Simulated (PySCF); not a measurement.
Correlation energy of Rb⁺ (rubidium, charge +1)

[Kr], closed-shell 1S. All numbers are calculated (PySCF 2.14, scalar relativity by spin-free X2C-1e, in Sapporo-DKH3-DZP-2012). Frozen: [Ar] 3d10 4s2; 6 electrons correlated.

Total MP2 correlation energy: -109.03 mhartree.

Same-spin part -32.69 and opposite-spin part -76.34 mhartree; SCS-MP2 scales them by 1/3 and 6/5 to -102.50 mhartree.

```tsv
level	correlation energy (mhartree)
CCSD	-118.38
(T)	-0.20
CCSD(T)	-118.58
```

Diagnostics: T1 = 0.0022, D1 = 0.0031, largest double amplitude 0.046.

Cost of the coupled-cluster step: 0.06 s of wall time on 1 thread of Neoverse-V1 (shared host), for 6 correlated electrons.
